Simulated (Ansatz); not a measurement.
Ansatz (a quantum-chemistry and plane-wave program) input (CCSD(T)/def2-QZVPPD):
A basis named .json is the Basis Set Exchange file of that set.

Ansatz 0.2 input:
```yaml
crystal:
  periodic: [false, false, false]
  atoms:
    - {symbol: Cs, position_ang: [-0.00000000, -0.00000000, -1.29303616]}
    - {symbol: Br, position_ang: [0.00000000, 0.00000000, 2.03191397]}
basis:
  gaussian:
    orbitals: def2-QZVPPD.json
total_charge: -1
magnetization: {spin_polarized: true, initial_magnetization: 1}
correlation: {method: ccsd_t, electrons: outside_noble_gas}
```

Output:

```
Functional definition: HF
integrals: 0.70 GiB planned
1025 factors; integrals over basis functions are off by at most 8.4e-4 eV
mean field: 0.61 GiB planned
mean field evaluation 1: about -70543.2612 eV, gradient 9.6e0 eV
mean field evaluation 2: about -70543.2636 eV, gradient 9.6e0 eV
mean field evaluation 4: about -70543.6728 eV, gradient 9.4e-1 eV
mean field evaluation 8: about -70543.7143 eV, gradient 7.0e-3 eV
mean field evaluation 16: about -70542.6764 eV, gradient 1.9e0 eV
mean field evaluation 32: about -70543.1358 eV, gradient 2.0e-1 eV
mean field evaluation 64: about -70543.7138 eV, gradient 2.2e-1 eV
mean field evaluation 96: about -70543.7585 eV, gradient 7.2e-2 eV
mean field evaluation 128: about -70542.8469 eV, gradient 4.3e-2 eV
mean field evaluation 160: about -70542.4879 eV, gradient 5.6e-3 eV
mean field evaluation 192: about -70543.0985 eV, gradient 9.0e-3 eV
mean field evaluation 224: about -70542.8436 eV, gradient 1.4e-1 eV
mean field evaluation 256: about -70542.5729 eV, gradient 7.5e-2 eV
mean field evaluation 288: about -70542.4879 eV, gradient 6.2e-4 eV
mean field evaluation 320: about -70539.6374 eV, gradient 1.0e-2 eV
mean field evaluation 352: about -70539.6375 eV, gradient 5.4e-4 eV
mean field evaluation 384: about -70538.8286 eV, gradient 7.9e-2 eV
mean field evaluation 416: about -70538.8277 eV, gradient 2.8e-2 eV
mean field evaluation 448: about -70543.0985 eV, gradient 1.3e-3 eV
mean field evaluation 480: about -70542.4880 eV, gradient 9.2e-3 eV
mean field evaluation 512: about -70542.3020 eV, gradient 1.1e-3 eV
mean field -70543.71420966 eV, -2592.4336809582 hartree, gradient 1.9e-6 eV, S^2 0.750121; 16 other end points of the search recorded, 0 dependent functions left out
determinant -70543.71420966 eV, -2592.4336809582 hartree, with singles and doubles -70549.32060594 eV, -2592.6397122213 hartree
determinant -70543.09851664 eV, -2592.4110546571 hartree, with singles and doubles -70548.69903379 eV, -2592.6168698659 hartree
determinant -70542.84742051 eV, -2592.4018270443 hartree, with singles and doubles -70548.46860083 eV, -2592.6084016109 hartree
determinant -70542.57312197 eV, -2592.3917467589 hartree, with singles and doubles -70548.18161026 eV, -2592.5978549020 hartree
determinant -70542.48793734 eV, -2592.3886162814 hartree, with singles and doubles -70548.09378199 eV, -2592.5946272727 hartree
determinant -70542.30204512 eV, -2592.3817848684 hartree, with singles and doubles -70547.91662297 eV, -2592.5881167986 hartree
18 core orbitals not correlated, not the lowest: weight in the atoms' cores, before any rotation towards them, 0.978 or more for the frozen orbitals, at most 0.017 for the correlated occupied ones
reference -70543.71420966 eV, -2592.4336809582 hartree; 5, 4 occupied and 137, 138 virtual orbitals, 1025 factors
second order -5.18621789 eV of doubles, -0.00000000 eV of singles
coupled cluster: 1.40 GiB planned
cycle   1  -5.55684668 eV  change   -5.1e-1 eV  update   1.8e-2
cycle   2  -5.57177495 eV  change   -1.5e-2 eV  update   5.8e-3
cycle   3  -5.57274066 eV  change   -9.7e-4 eV  update   3.4e-3
cycle   4  -5.57182665 eV  change    9.1e-4 eV  update   2.0e-3
cycle   5  -5.57183607 eV  change   -9.4e-6 eV  update   9.6e-4
cycle   6  -5.57202589 eV  change   -1.9e-4 eV  update   4.3e-4
cycle   7  -5.57207579 eV  change   -5.0e-5 eV  update   1.8e-4
cycle   8  -5.57208575 eV  change   -1.0e-5 eV  update   7.0e-5
cycle   9  -5.57208019 eV  change    5.6e-6 eV  update   2.6e-5
cycle  10  -5.57207226 eV  change    7.9e-6 eV  update   7.5e-6
perturbative correction -0.23364932 eV, -0.0085864540 hartree
Total energy: -70549.51993124 eV, -2592.6470372910 hartree
```
